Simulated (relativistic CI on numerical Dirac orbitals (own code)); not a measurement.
## Transition arrays of Sn³⁰⁺

Calculated at this level of theory: Dirac-Coulomb-Breit CI, orbitals from a KLI potential per configuration, model QED, valence Slater integrals scaled by 0.9, whole transition arrays (own radial code, finite nucleus).

Configuration list (outside the closed core [Ne] 3s2): 3p6.3d2, 3p6.3d.4f, 3p5.3d3, 3p6.3d.4p, 3p6.3d.5f. Levels of other configurations are missing.

All E1 lines from the levels of 3p6.3d2; mean and standard deviation are weighted by gf, and upper levels are sorted by their leading configuration.

```
Upper configuration  Lines   Σgf  Mean (eV)  Mean (nm)  σ (eV)  Strongest line (nm)
          3p6.3d.4f     81  78.9     907.55      1.366    6.74                1.365
            3p5.3d3    466  57.0     227.28      5.455   22.14                5.148
          3p6.3d.4p     60   2.8     763.39      1.624    6.34                1.619
          3p6.3d.5f     81  18.7    1213.55      1.022    7.01                1.024
```

Σgf per state of the lower configuration in bins of 0.2 nm over the central range (centre: value): 1.1: 0.41, 1.3: 1.75, 1.7: 0.06, 4.9: 0.15, 5.1: 0.45, 5.3: 0.18, 5.5: 0.06, 5.7: 0.11, 5.9: 0.02, 6.1: 0.05, 6.3: 0.07, 6.5: 0.11.

Problem. How do configuration mixing and the scaling of the Slater integrals move the arrays?

Solution. Slater scale 0.9, no configuration mixing: 3p6.3d.4f 907.3 ± 6.7 eV (Σgf 75.3), 3p5.3d3 227.4 ± 22.1 eV (Σgf 58.3), 3p6.3d.4p 763.5 ± 6.2 eV (Σgf 3.0), 3p6.3d.5f 1213.4 ± 7.0 eV (Σgf 16.4); Slater scale 1: 3p6.3d.4f 908.0 ± 7.1 eV (Σgf 79.5), 3p5.3d3 230.9 ± 22.7 eV (Σgf 57.8), 3p6.3d.4p 763.4 ± 6.7 eV (Σgf 2.8), 3p6.3d.5f 1213.7 ± 7.4 eV (Σgf 18.8); Slater scale 0.8: 3p6.3d.4f 907.1 ± 6.4 eV (Σgf 78.4), 3p5.3d3 223.6 ± 21.6 eV (Σgf 56.3), 3p6.3d.4p 763.4 ± 6.0 eV (Σgf 2.9), 3p6.3d.5f 1213.4 ± 6.7 eV (Σgf 18.5). With mixing, levels are counted to their leading configuration, so an array can shrink or vanish into another, and the sums then hold other lines.
